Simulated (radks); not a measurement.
Results of a calculation; reference values are marked as such.
Spin polarisation of the 4p2 shell in neutral germanium. Start: [Ar] 3d10 4s2 4p(up 1, down 1); electrons of 4p are moved from spin down to spin up, other shells keep equal spins. Code: a radial shooting solver on a logarithmic mesh with Libxc functionals. Model: scalar-relativistic Kohn-Sham, PBEsol, spin-polarised, spherical densities, finite nucleus; Fermi nuclear charge, rms radius of each element as measured or else 0.836 A^(1/3) + 0.57 fm.

| moment (Bohr magnetons) | E - E(0) (eV) | e(4p up) (eV) | e(4p down) (eV) | 4s down minus up (eV) | 3d down minus up (eV) | 3p down minus up (eV) |
|---|---|---|---|---|---|---|
| 0 | 0.000 | -3.897 | -3.897 | 0.000 | 0.000 | 0.000 |
| 0.5 | -0.046 | -4.068 | -3.696 | 0.361 | 0.038 | 0.018 |
| 1 | -0.187 | -4.211 | -3.460 | 0.727 | 0.076 | 0.036 |
| 1.5 | -0.423 | -4.326 | -3.186 | 1.101 | 0.114 | 0.054 |
| 2 | -0.758 | -4.413 | -2.861 | 1.485 | 0.153 | 0.072 |

At moment 2 the spin-polarisation energy is -0.758 eV and the 4p exchange splitting 1.552 eV, that is 0.776 eV per Bohr magneton; E = -I m^2/4 would give I = 0.758 eV.
